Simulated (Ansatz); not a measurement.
Frontier orbitals of ClH$_{9}$O$_{3}$Si$_{3}$Ti, SMILES `[SiH3][O][Ti]([Cl])([O][SiH3])[O][SiH3]`.

Charge 0, multiplicity 1. Correlated methods include outer-core shells of Ti, which these sets cover unevenly. Scalar relativity is left out up to krypton. The structure was optimised at the PBE0-D4/def2-TZVP level. It is one conformer, not always the lowest. Basis def2-TZVPP, Ansatz 0.2.0.

| functional | HOMO (eV) | LUMO (eV) | gap (eV) |
| --- | --- | --- | --- |
| PBE | -7.42 | -2.99 | 4.43 |
| B97M-V | -7.93 | -3.06 | 4.87 |
| PBE0 | -8.83 | -2.08 | 6.75 |
| B3LYP | -8.58 | -2.34 | 6.24 |
| r2SCANh | -8.31 | -2.61 | 5.70 |
| r2SCAN0 | -9.09 | -2.05 | 7.04 |
| HSE06 (plane-wave form) | -8.43 | -2.46 | 5.97 |
| ωB97X-V | -11.23 | 0.09 | 11.32 |
| ωB97M-V | -11.10 | 0.06 | 11.16 |
| HF | -12.29 | 1.85 | 14.14 |

A quarter of exact exchange (PBE0) shifts PBE's HOMO by −1.41 eV and its LUMO by +0.91 eV; full exchange at long range (ωB97M-V) shifts them by −3.67 and +3.06 eV. The gap opens from 4.43 to 11.16 eV, since occupied levels lose self-interaction and empty ones feel all the electrons. A positive LUMO is unbound and depends on the basis.

B3LYP here is the variant with VWN-RPA as its local correlation; programs differ in this.
